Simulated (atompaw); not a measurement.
Before and after: PAW (atompaw) potential for nitrogen

atompaw 4.2.0.5 input, output lines left out:

```
N 7
LDA-PW loggrid 1500 logderivrange -3 5 201
2 2 0 0 0 0
2 1 3
0 0 0
c
v
v
1
2.75 2.10 2.00 2.50
y
2.45
n
y
1.35
n
modrrkj vanderbiltortho sinc
2 0 troulliermartins
0.85
0.85
2.75
2.75
```

All-electron outer shells of the reference configuration (LDA (PW92), non-relativistic, ld1.x):

```csv
shell,level (eV),outermost node (bohr),outermost maximum (bohr)
2s,-18.40,0.32,1.02
2p,-7.24,–,0.97
```

Change: all radii scaled by about 0.76 (s 0.64, p 2.08 bohr); local potential troulliermartins scheme with l = 2 at 0 Ry, radius 1.52 bohr; augmentation sinc compensation charge, radius 1.58 bohr; PAW radius 2.08 bohr; waves and projectors: modrrkj vanderbiltortho; core correction smooth core density matched at 1.88 bohr.

Cutoffs: the cutoffs (Ry, on a coarse ladder) from which the occupation-weighted sum of valence levels, in a spherical-Bessel basis at the reference potential, stays within 10 and 1 mRy of its value at 400 Ry; they do not see the model core or the augmentation charge, which bear on the density cutoff.

Task: What does the change do?

Result: The potential gets harder (40 Ry and 70 Ry → 90 Ry and 180 Ry); a bound ghost appears in s, which as a rule spoils a file. A smaller radius makes the pseudo-wave follow the all-electron one further in, where it bends more sharply, so more plane waves are needed.

| quantity | base | changed |
| --- | --- | --- |
| cutoff, loose | 40 Ry | 90 Ry |
| cutoff, tight | 70 Ry | 180 Ry |
| loose cutoff by channel (10 mRy a level) | s 35 Ry, p 6 Ry | s 90 Ry, p 12 Ry |
| bound ghosts | none | s |
| lowest overlap eigenvalue by channel | s 0.06, p 1.00 | s 0.66, p 1.00 |

 A true bound ghost makes a file unfit for plane-wave use even where its test errors are small: the radial tests pick states by their node count and pass the ghost by. The cutoffs see the waves, projectors and local potential, not the compensation charge or the core.
